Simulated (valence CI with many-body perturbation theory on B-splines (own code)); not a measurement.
**E1 transitions of Al5+**

Level of theory: relativistic CI+MBPT: six valence electrons over a frozen Dirac-Fock core [He], a basis of 9 s, 9 p, 8 d, 6 f, 3 g, 1 h functions for each j, with the one-electron correlation potential Σ1 (screened to all orders), the two-electron term Σ2, the three-electron term Σ3, Breit, model QED; selected single and double excitations, second order for the rest, scaled by the run's own slope (own B-spline code, finite nucleus).

Against 19 measured levels this calculation errs by 241 cm⁻¹ on average and by 587 at most. These come from a selection out of NIST levels in Kelleher and Podobedova, J. Phys. Chem. Ref. Data 37, 709 (2008); Martin and Zalubas, J. Phys. Chem. Ref. Data 8, 817 (1979). Levels without a partner in it may be off by more. Among the levels kept, up to 1500 cm⁻¹ of a level comes from second order outside the variational space, and about a tenth of that is noise between levels of different J, which matters for small intervals. 1 measured level below the end of the list, from 1064493 cm⁻¹ on, found no clear computed partner, and computed levels of the same name lie up to 1338 cm⁻¹ from them.

Lines 1 to 50 of 181 in falling wavelength, among levels below 1069300 cm⁻¹, chosen from the strongest by gf and those to the six lowest levels. Wavelengths and rates use the calculated energies, so an error of 200 cm⁻¹ moves a line at 2709 Å by 0.54 % and its rate by three times that or more. Electric multipoles are in the length gauge, E1 and E2 with the static RPA response of the core. Weak lines are less certain than strong ones. Lines between different terms over intervals too small for the method are left out, as are lines whose strength nearly cancels. The highest levels of a list are the least certain.

Names give the largest LS component (configuration and term), which can be under half, so a name can repeat, a term be missing and a line seem to break the LS rules; names also repeat where a configuration has a term twice. Letters in brackets count levels of one name in rising energy.

```tsv
λ vac (Å)	λ from measured levels	Upper	Lower	A (s⁻¹)	S (a.u.) with core polarisation	S without
13410		2s2 2p3 3s 3P°_2	2s2 2p3 3p 3P_2 [a]	7.33e+03	4.36e-02	4.36e-02
4082		2s2 2p3 3p 1P_1	2s2 2p3 3s 1P°_1	2.54e+06	2.55e-01	2.55e-01
3939		2s2 2p3 3p 3P_1 [a]	2s2 2p3 3s 3D°_1	5.01e+05	4.54e-02	4.54e-02
3936		2s2 2p3 3p 3P_1 [a]	2s2 2p3 3s 3D°_2	1.25e+06	1.13e-01	1.13e-01
3929		2s2 2p3 3p 3P_2 [a]	2s2 2p3 3s 3D°_3	1.54e+06	2.30e-01	2.30e-01
3927		2s2 2p3 3p 3P_2 [a]	2s2 2p3 3s 3D°_2	3.55e+05	5.30e-02	5.30e-02
3922		2s2 2p3 3p 3P_0 [a]	2s2 2p3 3s 3D°_1	1.72e+06	5.13e-02	5.13e-02
3628		2s2 2p3 3p 3D_1 [a]	2s2 2p3 3s 1P°_1	5.53e+05	3.91e-02	3.91e-02
2922		2s2 2p3 3p 1P_1	2s2 2p3 3s 3P°_0	1.66e+05	6.13e-03	6.12e-03
2709	2693	2s2 2p3 3p 3D_2	2s2 2p3 3s 3P°_2	4.34e+05	2.13e-02	2.13e-02
2694	2678	2s2 2p3 3p 3D_2	2s2 2p3 3s 3P°_1	2.24e+06	1.08e-01	1.08e-01
2688		2s2 2p3 3p 3D_1 [a]	2s2 2p3 3s 3P°_1	9.44e+05	2.71e-02	2.71e-02
2682		2s2 2p3 3p 3D_1 [a]	2s2 2p3 3s 3P°_0	1.45e+06	4.14e-02	4.14e-02
2673	2665	2s2 2p3 3p 3D_3 [a]	2s2 2p3 3s 3P°_2	2.78e+06	1.84e-01	1.84e-01
1766		2s2 2p3 3p 5P_2	2s2 2p3 3s 3S°_1	3.21e+05	4.36e-03	4.36e-03
1738		2s2 2p3 3p 1P_1	2s2 2p3 3s 1D°_2	2.22e+08	1.73e+00	1.73e+00
1664		2s2 2p3 3p 3S_1	2s2 2p3 3s 1P°_1	4.34e+05	2.96e-03	2.96e-03
1650		2s2 2p3 3p 3D_1 [a]	2s2 2p3 3s 1D°_2	3.83e+07	2.55e-01	2.55e-01
1639	1638	2s2 2p3 3p 3D_3 [a]	2s2 2p3 3s 1D°_2	3.25e+05	4.94e-03	4.94e-03
1587		2s2 2p3 3p 3P_1 [b]	2s2 2p3 3s 3P°_2	1.16e+07	6.85e-02	6.85e-02
1582		2s2 2p3 3p 3P_1 [b]	2s2 2p3 3s 3P°_1	4.15e+06	2.43e-02	2.43e-02
1580		2s2 2p3 3p 3P_1 [b]	2s2 2p3 3s 3P°_0	1.23e+06	7.17e-03	7.15e-03
1554		2s2 2p3 3p 1D_2	2s2 2p3 3s 1P°_1	7.47e+07	6.91e-01	6.91e-01
1527		2s2 2p3 3p 3D_1 [b]	2s2 2p3 3s 1P°_1	5.68e+06	2.99e-02	2.99e-02
1510	1510	2s2 2p3 3p 3F_3	2s2 2p3 3s 1D°_2	3.59e+06	4.27e-02	4.27e-02
1496		2s2 2p3 3p 1P_1	2s2 2p3 3s 3D°_1	4.19e+07	2.08e-01	2.08e-01
1496		2s2 2p3 3p 1P_1	2s2 2p3 3s 3D°_2	1.50e+07	7.43e-02	7.43e-02
1441		2s2 2p3 3p 1F_3	2s2 2p3 3s 1D°_2	5.30e+08	5.48e+00	5.48e+00
1438		2s2 2p3 3p 3S_1	2s2 2p3 3s 3P°_2	2.64e+08	1.16e+00	1.16e+00
1434		2s2 2p3 3p 3S_1	2s2 2p3 3s 3P°_1	1.52e+08	6.63e-01	6.64e-01
1432		2s2 2p3 3p 3D_2	2s2 2p3 3s 3D°_1	3.93e+07	2.85e-01	2.85e-01
1432		2s2 2p3 3p 3D_2	2s2 2p3 3s 3D°_3	8.33e+07	6.03e-01	6.03e-01
1432		2s2 2p3 3p 3S_1	2s2 2p3 3s 3P°_0	5.03e+07	2.19e-01	2.19e-01
1432		2s2 2p3 3p 3D_2	2s2 2p3 3s 3D°_2	3.73e+08	2.70e+00	2.70e+00
1431		2s2 2p3 3p 3D_1 [a]	2s2 2p3 3s 3D°_1	3.19e+08	1.38e+00	1.38e+00
1430		2s2 2p3 3p 3D_1 [a]	2s2 2p3 3s 3D°_2	1.12e+08	4.85e-01	4.85e-01
1422		2s2 2p3 3p 3D_3 [a]	2s2 2p3 3s 3D°_3	4.83e+08	4.80e+00	4.80e+00
1422		2s2 2p3 3p 3D_3 [a]	2s2 2p3 3s 3D°_2	2.08e+07	2.06e-01	2.06e-01
1359		2s2 2p3 3p 3P_1 [a]	2s2 2p3 3s 3S°_1	5.81e+08	2.16e+00	2.16e+00
1358		2s2 2p3 3p 3P_2 [a]	2s2 2p3 3s 3S°_1	5.80e+08	3.58e+00	3.58e+00
1357		2s2 2p3 3p 3P_0 [a]	2s2 2p3 3s 3S°_1	5.85e+08	7.22e-01	7.22e-01
1355		2s2 2p3 3p 1D_2	2s2 2p3 3s 3P°_2	5.97e+07	3.67e-01	3.67e-01
1352		2s2 2p3 3p 1D_2	2s2 2p3 3s 3P°_1	1.42e+08	8.64e-01	8.64e-01
1334		2s2 2p3 3p 3D_1 [b]	2s2 2p3 3s 3P°_2	1.42e+07	5.00e-02	5.00e-02
1331		2s2 2p3 3p 3D_3 [b]	2s2 2p3 3s 3P°_2	6.39e+08	5.21e+00	5.21e+00
1331		2s2 2p3 3p 3D_1 [b]	2s2 2p3 3s 3P°_1	2.60e+08	9.08e-01	9.08e-01
1330		2s2 2p3 3p 5P_1	2s2 2p3 3s 5S°_2	6.39e+08	2.23e+00	2.23e+00
1329		2s2 2p3 3p 3D_1 [b]	2s2 2p3 3s 3P°_0	3.56e+08	1.24e+00	1.24e+00
1328		2s2 2p3 3p 3F_2	2s2 2p3 3s 3D°_1	6.11e+08	3.53e+00	3.53e+00
1328		2s2 2p3 3p 3F_2	2s2 2p3 3s 3D°_3	5.09e+05	2.94e-03	2.94e-03
```
